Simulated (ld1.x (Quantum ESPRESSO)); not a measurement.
## B (Z = 5): one change to an RRKJ potential, before and after

boron, norm-conserving RRKJ (Kleinman–Bylander form), made with ld1.x (Quantum ESPRESSO) 7.5 (LDA (PZ), scalar-relativistic). Core [He], reference 2s1.75 2p1.25. Waves: 2p (bound): rc 3.95 bohr; 2s (bound): rc 1.50 bohr. Local part: the s channel. Core correction: Bessel-smoothed model core, default radius (core density twice the valence density).

All-electron outer shells of the reference configuration (LDA (PZ), scalar-relativistic, ld1.x):

| shell | level (eV) | outermost node (bohr) | outermost maximum (bohr) |
| --- | --- | --- | --- |
| 1s | -178.93 | – | 0.21 |
| 2s | -9.51 | 0.46 | 1.52 |
| 2p | -3.84 | – | 1.55 |

Change: all radii but the core radius scaled by about 1.13 (s 1.70, p 4.48 bohr).

Cutoffs: the cutoffs (Ry, on a coarse ladder) from which the occupation-weighted sum of valence levels, in a spherical-Bessel basis at the reference potential, stays within 10 and 1 mRy of its value at 400 Ry; they do not see the model core or the augmentation charge, which bear on the density cutoff. Errors are all-electron minus pseudo energies relative to the spin-unpolarised reference configuration.

**Question.** How do hardness, ghosts and transferability respond?

**Answer.** The potential gets softer (18 Ry and 50 Ry → 15 Ry and 40 Ry); of the 9 tests that both files solve, the error grows in 8 and shrinks in 0 by more than 15 % and 0.3 meV (median size 37.4 → 35.7 meV); neither file shows a bound ghost at the reference potential, the only one tested. A larger radius leaves more room for a smooth pseudo-wave, so fewer plane waves are needed. More of the atom is replaced by a form fitted at one configuration, so other configurations suffer.

```tsv
quantity	base	changed
cutoff, loose	18 Ry	15 Ry
cutoff, tight	50 Ry	40 Ry
loose cutoff by channel (10 mRy a level)	p 6 Ry, s 18 Ry	p 6 Ry, s 15 Ry
bound ghosts	none	none
error for 2s2 2p1, meV [ΔE -1.42 eV]	-4.2	-7.2
error for 2s2 2p0, meV [ΔE 6.91 eV]	+341	+506
error for 2s1 2p0, meV [ΔE 32.21 eV]	+998	+1467
error for 2s2 2p0.5, meV [ΔE 1.52 eV]	+66	+101
error for 2s1 2p1, meV [ΔE 12.86 eV]	-39	-36
error for 2s2 2p1.3, meV [ΔE -2.19 eV]	-7.3	-11
error for 2s1 2p2, meV [ΔE 4.27 eV]	-37	-65
error for 2s1.75 2p1.25 (spin-polarised), meV [ΔE -0.56 eV]	-12	-32
error for 2s2 2p1 (spin-polarised), meV [ΔE -1.65 eV]	-9.1	-18
```

Changed file: These tests converged, but a pseudo level misses the all-electron one widely, so the file describes the atom poorly there or has found another state: 2s1 2p0: empty 2p by 2.9 eV.
